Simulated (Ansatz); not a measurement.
MoO₂FBr, SMILES [O]=[Mo](=[O])([F])[Br], multiplicity 1.

The structure is a stationary point at B3LYP-D3(BJ)/def2-SVP. The multiplicity is an assumed one; no other spin state was optimised. The structure was generated by enumeration; whether it is a known compound was not checked. The def2 effective core potentials stand for the cores of Mo; spin–orbit coupling is left out.

Two levels are set side by side: PBE/def2-SVPD (Ansatz, a quantum-chemistry and plane-wave program) and PBE0/def2-SVPD (Ansatz). Energy differences of separate SCF runs at the same geometry; the states with an electron removed or added have multiplicity 2 and 2. Differences are taken from unrounded values.

```
quantity                             PBE
---------------------------------  -----
vertical ionisation energy (eV)    11.32
vertical electron affinity (eV)     1.42
vertical singlet–triplet gap (eV)   3.85
```

Question: These are the PBE values. What does PBE0 give? (Estimate from the structure and the level; the computed values follow.)

Answer: 
```csv
quantity,PBE0,PBE minus PBE0
vertical ionisation energy (eV),11.77,-0.45
vertical electron affinity (eV),1.93,-0.52
vertical singlet–triplet gap (eV),3.68,0.17
```
